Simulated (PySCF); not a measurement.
Working out the ionisation energy of As(15+)

As(15+) [Ar] (1S) → As(16+) [Ne] 3s2 3p5 (2P). Computed with PySCF 2.14 in an even-tempered Gaussian basis (19 s from 1.2 bohr⁻², ratio 2.5; 12 p from 1.6 bohr⁻², ratio 2.5; 5 d from 9.5 bohr⁻², ratio 2.7; 4 f from 14 bohr⁻², ratio 2.7), with scalar relativity by spin-free X2C-1e. Frozen: 1s2; the 22 highest virtual orbitals dropped. Energies in hartree (1 hartree = 27.21139 eV):

```
            part  As(15+) (lower)  As(16+) (upper)
             UHF     -2150.547740     -2128.905230
CCSD correlation        -0.609159        -0.580188
             (T)        -0.002636        -0.002594
```

**Question.** What does Hartree-Fock give?

**Answer.** (-2128.905230) − (-2150.547740) = 21.642510 hartree = 588.923 eV.

**Question.** What do CCSD and CCSD(T) give?

**Answer.** The CCSD correlation energies differ by 0.028971 hartree = 0.788 eV and the triples by 0.000042 hartree = 0.001 eV, so CCSD gives 589.711 eV and CCSD(T) 589.712 eV.

Reference: 587.6 ± 1.9 eV (semi-empirical (NIST evaluation); NIST Atomic Spectra Database, ionization energies), between the lowest levels; spin-orbit coupling is absent from the calculation.

What remains against the reference includes basis incompleteness, the frozen core and higher excitations.
